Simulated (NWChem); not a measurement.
System: MgCl$_{2}$; SMILES [Cl][Mg][Cl]

Input file for NWChem:

```
start job
memory heap 200 mb stack 900 mb global 1100 mb
geometry units angstroms noautosym nocenter noautoz
  Mg     0.000000     0.000000     0.042099
  Cl     2.193605     0.000000     0.042053
  Cl    -2.193605     0.000000     0.042053
end
basis spherical
  * library pcsseg-1
end
dft
  xc bhlyp
  iterations 150
end
property
  shielding 2 1 2
  efieldgrad
end
task dft property
```

Coordinates come from a B3LYP/6-31G* (spherical d) optimisation.

GIAO values for the isolated, static molecule; σ is the absolute isotropic shielding.

Atoms are numbered as in the input.

Problem. Predict the main results of this run. (BHandHLYP/pcSseg-1, GIAO.) Quantities: σ Mg1 (ppm); σ Cl2 (ppm).

Solution. 
```yaml
"σ Mg1 (ppm)": 508.0
"σ Cl2 (ppm)": 1098.2
```
